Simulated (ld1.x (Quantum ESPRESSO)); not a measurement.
**Reading a pseudo-wave (Cu)**

Columns: radius, all-electron u(r) and pseudo u(r) of the 4s shell (level -12.16 eV) of copper in the configuration [Ne] 3s2 3p6 3d10 4s0 4p0; LDA (PZ), scalar-relativistic, PAW scheme, ld1.x (Quantum ESPRESSO) 7.5.

```json
{"r (bohr)": "0.095", "all-electron": "-0.0897", "pseudo": "-0.0192"}
{"r (bohr)": "0.190", "all-electron": "-0.1627", "pseudo": "-0.0393"}
{"r (bohr)": "0.285", "all-electron": "0.0084", "pseudo": "-0.0611"}
{"r (bohr)": "0.380", "all-electron": "0.1874", "pseudo": "-0.0855"}
{"r (bohr)": "0.475", "all-electron": "0.2826", "pseudo": "-0.1129"}
{"r (bohr)": "0.570", "all-electron": "0.2908", "pseudo": "-0.1437"}
{"r (bohr)": "0.665", "all-electron": "0.2364", "pseudo": "-0.1782"}
{"r (bohr)": "0.760", "all-electron": "0.1456", "pseudo": "-0.2163"}
{"r (bohr)": "0.855", "all-electron": "0.0382", "pseudo": "-0.2575"}
{"r (bohr)": "0.950", "all-electron": "-0.0728", "pseudo": "-0.3014"}
{"r (bohr)": "1.045", "all-electron": "-0.1795", "pseudo": "-0.3472"}
{"r (bohr)": "1.140", "all-electron": "-0.2774", "pseudo": "-0.3940"}
{"r (bohr)": "1.235", "all-electron": "-0.3645", "pseudo": "-0.4406"}
{"r (bohr)": "1.330", "all-electron": "-0.4399", "pseudo": "-0.4860"}
{"r (bohr)": "1.425", "all-electron": "-0.5036", "pseudo": "-0.5289"}
{"r (bohr)": "1.520", "all-electron": "-0.5563", "pseudo": "-0.5683"}
{"r (bohr)": "1.615", "all-electron": "-0.5985", "pseudo": "-0.6032"}
{"r (bohr)": "1.710", "all-electron": "-0.6313", "pseudo": "-0.6325"}
{"r (bohr)": "1.805", "all-electron": "-0.6556", "pseudo": "-0.6557"}
{"r (bohr)": "1.900", "all-electron": "-0.6722", "pseudo": "-0.6722"}
{"r (bohr)": "1.995", "all-electron": "-0.6821", "pseudo": "-0.6821"}
{"r (bohr)": "2.090", "all-electron": "-0.6861", "pseudo": "-0.6861"}
{"r (bohr)": "2.185", "all-electron": "-0.6851", "pseudo": "-0.6851"}
{"r (bohr)": "2.280", "all-electron": "-0.6796", "pseudo": "-0.6796"}
{"r (bohr)": "2.375", "all-electron": "-0.6705", "pseudo": "-0.6705"}
{"r (bohr)": "2.470", "all-electron": "-0.6582", "pseudo": "-0.6582"}
```

(1) How many radial nodes do the two functions have?

(2) At about which radius was the pseudo-wave matched?

(3) Where does each function peak?

(4) Is the pseudo-wave norm-conserving?

Results:

(1) The all-electron 4s function has n − l − 1 = 3 (the table is too coarse to show those close to the nucleus); the pseudo-wave has 0, since the states of the same l below it are removed with the core.

(2) 1.90 bohr, where the columns begin to agree (steps of 0.10 bohr).

(3) Outermost all-electron maximum near 2.09 bohr, pseudo maximum near 2.09 bohr (to the table’s step).

(4) No, it belongs to a PAW set: the norm inside the radius is not constrained, and the difference is carried by the augmentation charge.
